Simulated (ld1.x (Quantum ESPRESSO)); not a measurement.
**Before and after: RRKJ potential for Cr (Z = 24)**

```json
{
  "Element": "chromium (Cr)",
  "Generator": "ld1.x (Quantum ESPRESSO) 7.5",
  "Type": "norm-conserving RRKJ (Kleinman–Bylander form)",
  "Functional": "PBEsol",
  "Relativity": "scalar-relativistic",
  "Frozen core": "[Ne]",
  "Valence charge": "14",
  "Reference configuration": "3s2 3p6 3d3 4s0 4p0 (charge +3)",
  "Partial waves": "3p (bound): rc 1.45 bohr; 3d (bound): rc 1.60 bohr; 3s (bound): rc 0.80 bohr",
  "Local potential": "the s channel",
  "Core correction": "Bessel-smoothed model core, default radius (core density twice the valence density)",
  "rho0": "0.001"
}
```

Change: all radii but the core radius scaled by about 0.91 (s 0.72, p 1.32, d 1.46 bohr).

Cutoffs: the cutoffs (Ry, on a coarse ladder) from which the occupation-weighted sum of valence levels, in a spherical-Bessel basis at the reference potential, stays within 10 and 1 mRy of its value at 400 Ry; they do not see the model core or the augmentation charge, which bear on the density cutoff. Errors are all-electron minus pseudo energies relative to the spin-unpolarised reference configuration.

Problem. Predict the effect on cutoff, ghosts and configuration errors.

Solution. Of the 7 tests that both files solve, the error grows in 0 and shrinks in 6 by more than 15 % and 0.3 meV (median size 73.2 → 44.8 meV); neither file shows a bound ghost. Less of the atom is replaced, so other configurations are described better.

| quantity | base | changed |
| --- | --- | --- |
| cutoff, loose | 160 Ry | 180 Ry |
| cutoff, tight | 300 Ry | over 300 Ry |
| loose cutoff by channel (10 mRy a level) | p 45 Ry, d 60 Ry, s 140 Ry | p 45 Ry, d 70 Ry, s 160 Ry |
| bound ghosts | none | none |
| error for 3s2 3p6 3d5 4s1 4p0, meV [ΔE -53.59 eV] | +73 | +55 |
| error for 3s2 3p6 3d5 4s0 4p0, meV [ΔE -46.72 eV] | +85 | +45 |
| error for 3s2 3p6 3d4 4s0 4p0, meV [ΔE -30.71 eV] | +53 | +30 |
| error for 3s2 3p6 3d5.5 4s0.5 4p0, meV [ΔE -52.87 eV] | +67 | +41 |
| error for 3s2 3p6 3d5 4s0.5 4p0, meV [ΔE -50.89 eV] | +78 | +51 |
| error for 3s2 3p6 3d4 4s1 4p0, meV [ΔE -45.58 eV] | +74 | +71 |
| error for 3s2 3p6 3d6 4s0 4p0, meV [ΔE -51.86 eV] | +60 | +28 |
